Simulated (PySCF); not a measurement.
AlBr₂H₄N.
Z-matrix (Å and degrees, PBE0-D3(BJ)/def2-SVP geometry), rows numbered from 1:
```
N 
Al  1  2.0322
Br  2  2.2918  1   97.48
Br  2  2.2915  1   97.53  3  -116.24
H   1  1.0222  2  112.43  3   -58.06
H   1  1.0224  2  112.84  3   178.91
H   1  1.0229  2  108.05  3    60.31
H   2  1.5807  1  105.45  3   121.68
```

Jobs on this species (8 atoms, 94 electrons) with PySCF (density fitting). Hardware of each: an Arm Neoverse V1 with one thread, no GPU (shared host). Other jobs ran on the host; a repeat could differ by tens of per cent or more. Peak memory is the resident size of the whole Python process, interpreter and libraries included.

```
                                                                 level and settings                                                          work  basis functions  SCF cycles  wall time  peak memory
 delta-SCF UKS SCAN, pcX-2 on the ionised atom, pcseg-1 elsewhere, non-relativistic                                 ΔSCF core ionisation, 3 holes              148           ?          ?            ?
      delta-SCF UKS HF, pcX-2 on the ionised atom, pcseg-1 elsewhere, spin-free X2C                                 ΔSCF core ionisation, 3 holes              148           ?          ?            ?
   delta-SCF UKS B3LYP, pcX-2 on the ionised atom, pcseg-1 elsewhere, spin-free X2C                                 ΔSCF core ionisation, 3 holes              148          38       24 s     0.56 GiB
     delta-SCF UKS PBE, pcX-2 on the ionised atom, pcseg-1 elsewhere, spin-free X2C                                 ΔSCF core ionisation, 3 holes              148          41      9.2 s     0.43 GiB
    delta-SCF UKS SCAN, pcX-1 on the ionised atom, pcseg-1 elsewhere, spin-free X2C                                 ΔSCF core ionisation, 3 holes              128          39       10 s     0.40 GiB
    delta-SCF UKS PBE0, pcX-2 on the ionised atom, pcseg-1 elsewhere, spin-free X2C                                 ΔSCF core ionisation, 3 holes              148          37       24 s     0.56 GiB
    delta-SCF UKS SCAN, pcX-2 on the ionised atom, pcseg-1 elsewhere, spin-free X2C                                 ΔSCF core ionisation, 3 holes              148          40       12 s     0.46 GiB
delta-SCF UKS SCAN, def2-TZVP on the ionised atom, pcseg-1 elsewhere, spin-free X2C                                 ΔSCF core ionisation, 3 holes              125          40       12 s     0.40 GiB
                                                 PBE0-D3(BJ)/def2-SVP, grid level 1  geometry optimisation from a GFN2-xTB start shaken at random              116          41       46 s     0.49 GiB
```

Task: Fill in the missing figures.

Result: 
- delta-SCF UKS SCAN, pcX-2 on the ionised atom, pcseg-1 elsewhere, non-relativistic; ΔSCF core ionisation, 3 holes: 12 s, 0.45 GiB, 39 SCF cycles
- delta-SCF UKS HF, pcX-2 on the ionised atom, pcseg-1 elsewhere, spin-free X2C; ΔSCF core ionisation, 3 holes: 18 s, 0.58 GiB, 38 SCF cycles

Task: What do all jobs in the table cost together?

Result: About 2.8 min; the longest takes about 28 % of that, and about 5 times as long as the shortest.
